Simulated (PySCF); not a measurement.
Bonds (- single, = double, # triple, : aromatic): C1=C2, C2-C3, C3:C4, C4:C5, C5:C6, C6:C7, C7-Cl8, C7:C9, C9:C3. C1 carries H10, H11; C2 carries H12; C4 carries H13; C5 carries H14; C6 carries H15; C9 carries H16. H10 is cis to C3; H11 is trans to C3.

All values are calculated (PySCF 2.14.0 with density-fitted response routines): shieldings: GIAO PBE0/pcSseg-1, coordinates at the GFN2-xTB level. In vacuum, one conformer, relativity neglected.

Referencing at the same level of theory: TMS for $^{13}$C (σref 186.93).

Question: Do the $^{13}$C shifts follow the atomic charges (in e)? Tabulate both.

Answer: 
| atoms | hybridisation | δ (ppm) | σ para (ppm) | Hirshfeld | IAO | Mulliken | ESP-fitted |
| --- | --- | --- | --- | --- | --- | --- | --- |
| C7 | sp2 | 146.6 | -214 | +0.02 | -0.00 | -0.25 | -0.11 |
| C2 | sp2 | 143.7 | -207 | -0.04 | -0.14 | -0.13 | -0.18 |
| C3 | sp2 | 143.4 | -215 | +0.00 | +0.01 | -0.24 | +0.11 |
| C5 | sp2 | 135.4 | -203 | -0.04 | -0.14 | -0.07 | -0.20 |
| C6 | sp2 | 134.2 | -197 | -0.06 | -0.16 | +0.06 | -0.03 |
| C4 | sp2 | 133.7 | -198 | -0.05 | -0.16 | -0.02 | -0.19 |
| C9 | sp2 | 128.5 | -191 | -0.06 | -0.16 | +0.15 | -0.01 |
| C1 | sp2 | 120.4 | -189 | -0.09 | -0.30 | -0.11 | -0.43 |

Correlation coefficients of δ with charge over these carbons: Hirshfeld +0.88, IAO +0.89, Mulliken -0.60, ESP-fitted +0.54; with the paramagnetic shielding -0.95. With so few points these coefficients are fragile. Charge is one influence among several: hybridisation and low-lying excitations act through the paramagnetic term.

Carbons that carry Cl, above all several Cl atoms, come out too deshielded, partly because spin–orbit coupling is missing. Shifts are as computed. Against solution values, carbons near 30 ppm lie about +3 ppm off and those near 130 ppm about +5 ppm; carbons on Cl a further +6 ppm. Of 1211 compounds with measured shifts, 218 miss one by over three times the rms of a fit or turn the order of signals round; such compounds aren't used in these exercises.
